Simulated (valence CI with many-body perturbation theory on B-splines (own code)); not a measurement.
Questions on Pb60+

Level of theory: configuration interaction combined with many-body perturbation theory (CI+MBPT): four valence electrons over a frozen Dirac-Fock core [Ar], a basis of 7 s, 7 p, 8 d, 6 f, 4 g, 1 h functions for each j, with the one-electron correlation potential Σ1, the two-electron term Σ2, the three-electron term Σ3, Breit, model QED; selected CI, second order for the rest, scaled by the run's own slope (own B-spline code, finite nucleus).

No measured spectrum was set against this ion. As an estimate, large intervals hold to a few tenths of a per cent, small ones and those within an open d or f shell to about a per cent. The list stops below the first excitations out of the core. Only levels of the ground parity were solved; by the run's estimate the other parity begins above the list, which can be wrong where configurations are misplaced.

Levels are named by their leading jj configuration (3d3/2^4 stands for four electrons in 3d with j = 3/2), which in mixed levels can hold well under half, so a name can repeat and another be missing.

Rates and lifetimes use the calculated energies. Strong lines usually hold to 10 to 20 %, long lifetimes can be off by a factor of two.

(1) What is the ground level?

(2) How well does LS coupling describe the low levels?

(3) What is the ionisation energy?

Answers

(1) (3d3/2^4) J=0, composition 61 % 3d⁴ ³P + 23 % 3d⁴ ⁵D + 15 % 3d⁴ ¹S.

(2) Among the lowest 17 levels the leading LS term, summed over configurations, holds 49 % on average. For single configurations the figures are 49 % in LS and 99 % in jj coupling. Terms mix most in the J = 2 level at 1019300 cm⁻¹, where the leading one holds 27 %.

(3) 6442.9 eV; NIST lists 6442 ± 10 eV (theoretical).
